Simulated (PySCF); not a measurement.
**C5H6F3O: g tensor and hyperfine couplings**

Species: C5H6F3O (doublet state).
Cartesian coordinates in Å at the GFN2-xTB level; atoms count from 1:
```
atom  x, y, z in Å
F1     0.3092   -1.2616    1.5681
C2     0.8349   -0.6124    0.5149
C3     2.2922   -0.3658    0.5799
F4     2.5708    0.9704    0.7277
F5     2.9115   -0.7126   -0.5789
C6    -0.0657   -0.0799   -0.5127
C7    -1.1327    0.9605   -0.0537
C8    -2.1474   -0.0586   -0.5685
O9    -1.1072   -0.9811   -0.9052
H10    2.7727   -0.9011    1.4118
H11    0.5344    0.2488   -1.3698
H12   -1.1503    1.1225    1.0200
H13   -1.0897    1.9083   -0.5800
H14   -2.7104    0.2447   -1.4548
H15   -2.8266   -0.4741    0.1793
```

The hyperfine couplings belong to this conformer and change with its torsions.

The species is `C(F)(F)[C]([C@H]1OCC1)F` [radical].

Computed, not measured: UKS B3LYP, pcH-1 on C F H O, non-relativistic, mean-field spin-orbit, GIAO (PySCF). Isolated species at its GFN2-xTB geometry (one conformer only). Couplings are sensitive to structure, and on GFN2-xTB geometries they can be far from those on DFT ones. Stability of the SCF solution: not tested.

```json
{"g1, g2, g3": "2.00196, 2.00312, 2.00475", "g_iso": "2.00328", "Form of g": "rhombic: the two nearest values differ by 42 % of g3 − g1", "⟨S²⟩": "0.7540 (exact 0.7500)", "HOMO–LUMO gap, α and β orbitals": "7.25, 4.70 eV"}
```

Isotropic coupling and dipolar principal values T1 to T3, in MHz; ρ(0) is the spin density at the nucleus:

```
atom  isotope  a_iso      T1      T2     T3  Mulliken spin population  ρ(0) (bohr⁻³)
  F1      19F  152.9  -268.3  -229.9  498.1                      0.07         0.0363
  C2      13C  103.6   -82.0   -79.6  161.6                      0.85         0.0922
  C3      13C  -33.1    -3.2     0.6    2.6                     -0.02        -0.0294
  F4      19F  201.6   -85.4   -81.0  166.4                      0.03         0.0479
  F5      19F   98.4   -59.5   -55.9  115.4                      0.02         0.0234
  C6      13C  -35.2    -3.4    -0.6    4.1                     -0.06        -0.0313
  C7      13C   61.8    -6.9    -6.4   13.3                      0.07         0.0549
  C8      13C   -2.7    -1.3     0.3    0.9                      0.01        -0.0024
  O9      17O  -20.3   -12.5     5.6    6.9                      0.03         0.0335
 H10       1H    0.4    -6.3    -3.8   10.1                      0.00         0.0001
 H11       1H   12.4    -6.1    -4.1   10.2                      0.01         0.0028
 H12       1H   -4.8    -5.6    -1.3    6.9                     -0.01        -0.0011
 H13       1H   -2.1    -4.0    -1.7    5.7                      0.00        -0.0005
 H14       1H   -0.7    -1.7    -0.7    2.4                      0.00        -0.0002
 H15       1H    0.3    -1.4    -1.2    2.6                      0.00         0.0001
```

The Mulliken spin populations are largest on C2 (+0.85), F1 (+0.07) and C7 (+0.07). No atom but C2 exceeds +0.15. The angles at C2 add up to 359.6°, so it is planar.

Axes: g2 points within 14° of the F1–C2 bond.

Under fast tumbling the dipolar parts average out, and these isotropic splittings remain: 1 × 19F (F4, I = 1/2, 2 lines) with 7.19 mT, 1 × 19F (F1, I = 1/2, 2 lines) with 5.45 mT, 1 × 19F (F5, I = 1/2, 2 lines) with 3.51 mT, 1 × 1H (H11, I = 1/2, 2 lines) with 0.44 mT, 1 × 1H (H12, I = 1/2, 2 lines) with 0.17 mT and 1 × 1H (H13, I = 1/2, 2 lines) with 0.08 mT.

The 17O coupling of O9 (-20.3 MHz) shows only in satellite lines or after enrichment, since that isotope makes up about 0.038 % of natural oxygen.

The 13C coupling of C2 (103.6 MHz) shows only in satellite lines or after enrichment, since that isotope makes up about 1.07 % of natural carbon.

β density exceeds α density at some nuclei, such as C6 (-0.0313), C3 (-0.0294) and C8 (-0.0024), spin density in bohr⁻³. In a single determinant that takes different orbitals for the two spins, that is spin polarisation.

On one thread, Arm Neoverse V1 (aarch64), no GPU, shared host with 32 logical CPUs at a one-minute load of 23, this took 98 s (grids of density and orbitals included) and 0.96 GiB of memory at its peak.
